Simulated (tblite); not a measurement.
silicon monoxide (OSi), singlet, at a GFN2-xTB geometry; GFN1-xTB (tblite).

Here is a job for tblite.
```
$ tblite run mol.xyz --method gfn1 --charge 0 --spin 0 --etemp 2000 --json tblite.json --no-restart

# file mol.xyz
2

Si    -0.00000000    -0.00000000    -0.54858264
O      0.00000000     0.00000000     0.96001962
```

The log (banner, timings and long lists left out):

```
xTB calculator
 | screened Coulomb repulsion
 | Coulomb electrostatics
 |  * isotropic Klopman-Ohno-Mataga-Nishimoto electrostatics
 |  * onsite third-order electrostatics
 | DFT-D3(BJ) dispersion correction

halogen bonding energy    0.0000000000000E+00 Eh
repulsion energy          4.0245486732405E-02 Eh
dispersion energy        -2.2839779414591E-04 Eh
number of electrons       1.0000000000000E+01 e
integral cutoff           2.8146159136829E+01 bohr

------------------------------------------------------------
  cycle        total energy    energy error   density error
------------------------------------------------------------
      1     -6.329284574418  -6.3693017E+00   9.1957117E-01
      2     -6.577178652719  -2.4789408E-01   2.9671877E-01
      3     -6.580466192960  -3.2875402E-03   1.8071086E-01
      4     -6.580793008044  -3.2681508E-04   6.6325608E-02
      5     -6.570642602427   1.0150406E-02   1.4564945E-01
      6     -6.583272757863  -1.2630155E-02   1.0004610E-02
      7     -6.583324419955  -5.1662092E-05   2.6283490E-03
      8     -6.583327319418  -2.8994625E-06   1.3553429E-03
      9     -6.583328380642  -1.0612246E-06   6.1510315E-05
     10     -6.583328382809  -2.1665496E-09   9.2371505E-07
------------------------------------------------------------

electronic energy        -6.6233454717470E+00 Eh
total energy             -6.5833283828087E+00 Eh

Post processing:
 | Mayer-Wiberg bond orders

[Info] JSON dump of results written to 'tblite.json'
```
